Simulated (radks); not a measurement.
Values are calculated unless marked as measured or tabulated.
Problem. These are the eigenvalues of the occupied orbitals of an atom or ion with whole-number occupations (hartree). Code: a radial shooting solver on a logarithmic mesh with Libxc functionals. Model: scalar-relativistic Kohn-Sham, r2SCAN, spin-polarised, spherical densities, finite nucleus; meta-GGA in the generalised Kohn-Sham scheme; Fermi nuclear charge, rms radius of each element as measured or else 0.836 A^(1/3) + 0.57 fm.

| orbital | eigenvalue |
|---|---|
| 1s | -56.22404 |
| 2s | -4.41397 |
| 2p | -2.93303 |
| 3s | -0.54985 |

Which element is it, and in what charge state? The configuration may be excited. Open shells, if any, are filled with parallel spins first.

Solution. Z = 13, aluminium, charge +1: Al+ in [Ne] 3s2. The list shows which subshells hold electrons but not how many an open one holds; the 1s level, -56.224 hartree, gives Z - s = 10.6 by -(Z - s)^2/2, which with screening and relativity narrows Z to a few neighbours, and the depths of the outer levels then fix element, charge and occupations together.
